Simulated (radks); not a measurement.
Results of a calculation; reference values are marked as such.
How relativity changes the ionisation of the samarium ion Sm48+ ([Ne] 3s2 3p2) to Sm49+ ([Ne] 3s2 3p1). Spin-unpolarised spherical Kohn-Sham, PBE, point nucleus unless stated (finite: rms radius 5.0819 fm), a radial shooting solver on a logarithmic mesh with Libxc functionals. A level marked "c x" has the speed of light scaled by that factor and shares open shells by 2j + 1; other Dirac levels either fill j = l - 1/2 first or share by 2j + 1.

level,E(Sm48+) (hartree),E(Sm49+) (hartree),IE (eV),HOMO,<r> HOMO (bohr)
non-rel.,-7781.3791,-7633.1110,4034.6,3p,0.2309
scalar-rel.,-8150.0708,-7998.3921,4127.4,3p,0.2247
"scalar-rel., finite nucleus",-8149.3847,-7997.7055,4127.4,3p,0.2247
"Dirac, 2j+1 shares",-8156.3885,-8004.4854,4133.5,3p3/2,0.2272
"Dirac, low j first",-8164.2505,-8008.4733,4238.9,3p1/2,0.2178
"Dirac, 2j+1 shares, finite nucleus",-8155.6992,-8003.7957,4133.5,3p3/2,0.2272
"Dirac, c x 0.85",-8325.0788,-8171.6267,4175.6,3p3/2,0.2257
"Dirac, c x 10",-7784.7537,-7636.4516,4035.5,3p3/2,0.2309
"Dirac, c x 100",-7781.4128,-7633.1444,4034.6,3p3/2,0.2309

NIST Atomic Spectra Database: 4227 eV (theoretical). The relativistic part of the total energy of Sm48+ is -374.3 hartree (Dirac, 2j+1 shares, finite nucleus), 4.8 % of the non-relativistic value. Spin polarisation and multiplet splitting of open shells are left out at every level.

Beside tabulated values, note that relativity, absent from the non-relativistic runs, is large for the heavy elements, and spin-unpolarised runs miss the spin-polarisation part of the exchange energy of open shells.
